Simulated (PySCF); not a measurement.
Run record: geometry optimisation, `N[Si@H](O)[Se][SiH3]`.

Computed with PBE0-D3(BJ)/def2-SVP geometry optimisation, gas phase (PySCF 2.14.0). Start geometry: GFN2-xTB. A driver script takes a list of jobs; this job's settings line and coordinates (Å) are shown.

Input:
```
{"job": {"xc": "PBE0", "basis": "def2-SVP", "d3": "d3bj", "grid": 1, "maxiter": 30, "shake": 0.01, "kind": "geom"}, "charge": 0, "multiplicity": 1}
N     -2.111960    -0.833080     1.142350
Si    -1.026600     0.058970     0.163540
O     -1.078510    -0.464430    -1.372010
Se     1.025360    -0.384740     1.192810
Si     2.397450     0.619540    -0.275860
H     -3.119450    -0.745730     0.927080
H     -1.970860    -0.836320     2.133670
H     -1.139230     1.502810    -0.042060
H     -0.968020    -1.385930    -1.542050
H      2.059710     2.041620    -0.325650
H      2.242810     0.000780    -1.567750
H      3.728980     0.398230     0.301760
```

Output:
```
step   0  E = -3113.59935824  max force = 0.021709
step   1  E = -3113.60435360  max force = 0.007587
step   2  E = -3113.60516890  max force = 0.002759
step   3  E = -3113.60539992  max force = 0.000893
step   4  E = -3113.60558035  max force = 0.002359
step   5  E = -3113.60570140  max force = 0.001852
step   6  E = -3113.60577315  max force = 0.000458
step   7  E = -3113.60581379  max force = 0.000691
step   8  E = -3113.60583836  max force = 0.001113
step   9  E = -3113.60587382  max force = 0.001137
step  10  E = -3113.60591676  max force = 0.000776
step  11  E = -3113.60597237  max force = 0.000805
step  12  E = -3113.60606713  max force = 0.001488
step  13  E = -3113.60610343  max force = 0.000938
step  14  E = -3113.60612788  max force = 0.000391
step  15  E = -3113.60613551  max force = 0.000591
step  16  E = -3113.60614493  max force = 0.000990
step  17  E = -3113.60614665  max force = 0.000641
step  18  E = -3113.60614671  max force = 0.000341
optimisation converged
```

Energies in Eh; «max force» is the largest Cartesian gradient component in Eh/bohr.

Q: Give the first gradient maximum in eV/Å.

A: With 1 Eh/bohr = 51.422 eV/Å, 1.116 eV/Å.

Summary of the converged run: final energy -3113.60615 Eh after 18 steps; dipole 1.79 D.

Q: Give the final coordinates.

A: 0.405 Å rms from the input after alignment:
```
atom  x, y, z in Å
N1    -2.1147   -0.6662    1.1030
Si2   -0.8963   -0.1913   -0.0094
O3    -1.0250   -1.0882   -1.3983
Se4    1.0289   -0.5237    1.1767
Si5    2.2852    0.8886   -0.1065
H6    -3.0869   -0.7080    0.8169
H7    -2.0186   -0.4629    2.0909
H8    -0.9031    1.2047   -0.5260
H9    -0.9628   -2.0417   -1.2789
H10    1.9688    2.3182    0.1847
H11    2.0502    0.6237   -1.5562
H12    3.7099    0.6137    0.2375
```

Time: 2.4 min wall; peak memory 0.56 GiB. Hardware: one thread of an Intel Xeon Platinum 8375C at 2.90 GHz, no GPU, on a shared host.
Labels such as C1 count atoms from 1, the log's own numbers from 0.
